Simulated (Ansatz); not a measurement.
Ansatz (a quantum-chemistry and plane-wave program) input (B3LYP-D3(BJ)/def2-TZVP):

Ansatz 0.2 input:
```yaml
crystal:
  periodic: [false, false, false]
  atoms:
    - {symbol: B, position_ang: [-0.03871058, 0.52896385, -0.18047556]}
    - {symbol: C, position_ang: [1.35253347, -0.21292062, -0.21001075]}
    - {symbol: C, position_ang: [-1.33926359, -0.19530681, 0.33963381]}
    - {symbol: Br, position_ang: [-0.15169432, 2.31120199, -0.78314966]}
    - {symbol: H, position_ang: [2.17410874, 0.40295853, -0.57164521]}
    - {symbol: H, position_ang: [1.30800989, -1.10085127, -0.84215480]}
    - {symbol: H, position_ang: [1.62649576, -0.57646439, 0.78112386]}
    - {symbol: H, position_ang: [-1.21290227, -0.54051992, 1.36642821]}
    - {symbol: H, position_ang: [-1.54689321, -1.09297170, -0.24435776]}
    - {symbol: H, position_ang: [-2.23268875, 0.42611019, 0.31130356]}
basis:
  gaussian:
    orbitals: def2-TZVP
hamiltonian:
  xc: b3lyp
  dispersion: d3bj
relax: {f_tol: 0.002, max_steps: 150}
```

End of the output:

```
reference -72898.17703153 eV, -2678.9585937497 hartree; 29, 29 occupied and 148, 148 virtual orbitals, 1206 factors
relax step  26: F+E_penalty+E_count = -72898.52481219 eV  Δ(F+E_penalty+E_count) = -4.062e-5 eV  max|allowed force component| = 5.904e-3 eV/Å  Δτ_max = 0.0228 Å  (31 SCF iters, accepted)
these checks for a lower state are left out or cut short: starts, cluster_reference, orbital_swaps, neighbouring_geometries, increment
integrals: 0.09 GiB planned
1206 factors; their error is unknown
mean field: 0.90 GiB planned
mean field -72898.17679393 eV, -2678.9585850178 hartree, gradient 8.0e-6 eV, S^2 0.000000; 0 other end points of the search recorded, 0 dependent functions left out
the calculation of the forces begins
reference -72898.17705303 eV, -2678.9585945399 hartree; 29, 29 occupied and 148, 148 virtual orbitals, 1206 factors
relax step  27: F+E_penalty+E_count = -72898.52482488 eV  Δ(F+E_penalty+E_count) = -1.269e-5 eV  max|allowed force component| = 8.657e-3 eV/Å  Δτ_max = 0.0153 Å  (31 SCF iters, accepted)
these checks for a lower state are left out or cut short: starts, cluster_reference, orbital_swaps, neighbouring_geometries, increment
integrals: 0.09 GiB planned
1206 factors; their error is unknown
mean field: 0.90 GiB planned
mean field -72898.17678839 eV, -2678.9585848143 hartree, gradient 8.0e-6 eV, S^2 0.000000; 0 other end points of the search recorded, 0 dependent functions left out
the calculation of the forces begins
reference -72898.17704750 eV, -2678.9585943365 hartree; 29, 29 occupied and 148, 148 virtual orbitals, 1206 factors
relax step  28: F+E_penalty+E_count = -72898.52482403 eV  Δ(F+E_penalty+E_count) = +8.515e-7 eV  max|allowed force component| = 8.564e-3 eV/Å  Δτ_max = 0.0104 Å  (31 SCF iters, rejected (line search))
these checks for a lower state are left out or cut short: starts, cluster_reference, orbital_swaps, neighbouring_geometries, increment
integrals: 0.09 GiB planned
1206 factors; their error is unknown
mean field: 0.90 GiB planned
mean field -72898.17679122 eV, -2678.9585849182 hartree, gradient 8.0e-6 eV, S^2 0.000000; 0 other end points of the search recorded, 0 dependent functions left out
the calculation of the forces begins
reference -72898.17705032 eV, -2678.9585944403 hartree; 29, 29 occupied and 148, 148 virtual orbitals, 1206 factors
relax step  29: F+E_penalty+E_count = -72898.52483103 eV  Δ(F+E_penalty+E_count) = -6.148e-6 eV  max|allowed force component| = 1.361e-3 eV/Å  Δτ_max = 0.0027 Å  (32 SCF iters, accepted)
integrals: 0.09 GiB planned
1206 factors; their error is unknown
mean field: 0.90 GiB planned
mean field evaluation 224: about -72897.7601 eV, gradient 6.1e0 eV
mean field -72898.17679122 eV, -2678.9585849182 hartree, gradient 8.0e-6 eV, S^2 0.000000; 1 other end points of the search recorded, 0 dependent functions left out
the calculation of the forces begins
reference -72898.17705032 eV, -2678.9585944403 hartree; 29, 29 occupied and 148, 148 virtual orbitals, 1206 factors
Total energy: -72898.52509014 eV, -2678.9713846675 hartree
Atom 0 at    -0.034645     0.472922    -0.160847 Å, force    -0.000251    -0.000571    -0.000656 eV/Å
Atom 1 at     1.343266    -0.245019    -0.258447 Å, force    -0.000466     0.001361     0.000000 eV/Å
Atom 2 at    -1.330149    -0.190107     0.391933 Å, force     0.000776    -0.000109     0.001226 eV/Å
Atom 3 at    -0.145050     2.321616    -0.770385 Å, force     0.000306     0.000525    -0.000116 eV/Å
Atom 4 at     2.202470     0.422658    -0.205021 Å, force     0.000191    -0.000377     0.000279 eV/Å
Atom 5 at     1.384121    -0.732194    -1.242493 Å, force    -0.000489    -0.000193     0.000224 eV/Å
Atom 6 at     1.448076    -1.042015     0.481683 Å, force     0.000130    -0.000103     0.000060 eV/Å
Atom 7 at    -1.352702    -0.000716     1.474096 Å, force     0.000006    -0.000402    -0.001183 eV/Å
Atom 8 at    -1.322642    -1.276195     0.272005 Å, force    -0.000664     0.000324     0.000035 eV/Å
Atom 9 at    -2.253749     0.219251    -0.015829 Å, force     0.000462    -0.000455     0.000131 eV/Å
Dipole moment:     0.021493    -0.359596     0.118567 e Å
```
